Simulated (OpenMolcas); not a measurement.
3d4 along the 22-electron sequence

```
Program             : OpenMolcas
Method              : MS-RASPT2, IPEA 0.25 Eh, imaginary shift 0.1 Eh
Basis               : ANO-RCC-VTZP
Scalar Hamiltonian  : DKH2, point nucleus
Spin-orbit coupling : state interaction with AMFI integrals over the reference wave functions, term energies averaged over their components
```

Active space for each ion: 10 electrons in 8 orbitals (RAS1 3p, at most 2 holes; RAS2 3d); closed shells correlated by CASPT2: 3s.

Computed levels in cm-1 above 5D0:

```csv
Level,Mn3+,Fe4+,Ni6+,Cu7+
5D1,106,158,299,402
5D2,312,463,864,1151
5D3,610,898,1652,2180
5D4,988,1446,2620,3420
3P0(1),21120,24870,30840,33570
3H4,21630,25440,32260,35540
3P1(1),21750,25810,32610,35920
3H5,21860,25780,32940,36480
3H6,22110,26160,33640,37410
weight of 5D in the lowest level (%),100,100,99,99
```

Measured, with the error of the calculation in %. Measured levels: Mn3+ from Corliss and Sugar, J. Phys. Chem. Ref. Data 6, 1253 (1977); Fe4+ from Corliss and Sugar, J. Phys. Chem. Ref. Data 11, 135 (1982); Ni6+ from Corliss and Sugar, J. Phys. Chem. Ref. Data 10, 197 (1981).

```csv
Level,Mn3+,Fe4+,Ni6+
5D1,99.0 (+7.0),142 (+11.1),279 (+7.2)
5D2,287 (+8.9),417 (+10.9),804 (+7.5)
5D3,552 (+10.4),803 (+11.8),1520 (+8.7)
5D4,886 (+11.5),1283 (+12.7),2392 (+9.5)
3P0(1),20654 (+2.3),24055 (+3.4),30077 (+2.5)
3H4,21281 (+1.7),24932 (+2.0),31672 (+1.9)
3P1(1),21279 (+2.2),24973 (+3.3),31836 (+2.4)
3H5,21475 (+1.8),25226 (+2.2),32286 (+2.0)
3H6,21679 (+2.0),25528 (+2.5),32877 (+2.3)
```

The fine-structure level 5D4 changes by a factor of 3.46 from Mn3+ to Cu7+. Its fourth root runs 5.61, 6.17, 7.15, 7.65, with steps per unit of Z of 0.56, 0.49, 0.49; equal steps would mean a (Z - σ)^4 law with constant σ.

3P0(1) changes by a factor of 1.59 over the same range, with steps per unit of Z of +3750, +2980, +2730 cm-1.

CASPT2 does not keep the components of a term degenerate, so their means are used; among the terms shown or strongly mixed into the levels shown the widest spread is 560 cm-1 (3d4 3H, Mn3+). Active for correlation alone: 3p; no level in the range computed is led by a configuration that opens it, so any true level of that kind is missing. The CASPT2 spread within a term exceeds the gap to the next term for 3d4 3H and 3d4 3P(1), so the order of their levels is uncertain (holds for Mn3+). Computed and measured levels are paired by configuration, term and J; levels that our copy of the source lacks, or whose pairing is in doubt (as where it misses far off the trend of its configuration), stay unpaired and out of the deviations. Levels of configurations outside the active space are missing.

A number in round brackets counts repeated terms of one configuration in the order of the reference energies.
